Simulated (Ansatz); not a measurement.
Reaction (germylene formation by 1,1-elimination): `[GeH3][Br]` → `[GeH][Br]` + H₂

Isolated molecules relaxed with PBE0-D4/def2-TZVP in Ansatz; ΔE leaves out vibrations. CBS: MP2 limit from def2 TZ/QZ plus the TZ coupled-cluster correction, frozen cores. This one scheme is used for every species. Functionals use def2-TZVPP. For Br, Ge outer-core shells are correlated without core-valence functions, which leaves a few kJ/mol of doubt a bond. Scalar relativity is left out up to krypton.

| species | B97M-V energy (Eh) |
| --- | --- |
| `[GeH3][Br]` | -4652.14521 |
| `[GeH][Br]` | -4650.91929 |
| H₂ | -1.17250 |

(1) Work out ΔE.

(2) What do rigid-rotor, harmonic-oscillator terms from PBE0-D4/def2-TZVP frequencies (298.15 K, 1 bar) make of the CCSD(T)/CBS value? (Estimate.)

Largest T1 diagnostic among the species: 0.011.

Results:

(1) ΔE = (-4650.91929) + (-1.17250) − (-4652.14521) = 0.05342 Eh = +33.5 kcal/mol. CCSD(T)/CBS gives +30.7 kcal/mol.

(2) Ansatz gave: ΔZPE = -4.7 kcal/mol, ΔH = +27.8 kcal/mol, ΔS = 131 J/(mol·K), ΔG = +18.5 kcal/mol.

From PBE to PBE0 (25 % exact exchange), in def2-TZVPP and without D4, ΔE moves by +4.7 kcal/mol. At CCSD(T), def2-SVP lies +2.1 kcal/mol from the extrapolated value and def2-TZVPP +2.5 kcal/mol. Leaving LDA and LC-ωPBE aside and taking each functional with its dispersion term where it has one, the values, not all of them listed here, spread over 15.0 kcal/mol, from BLYP-D4 to PBE-QIDH. LDA lies +9.2 kcal/mol from PBE without D4.
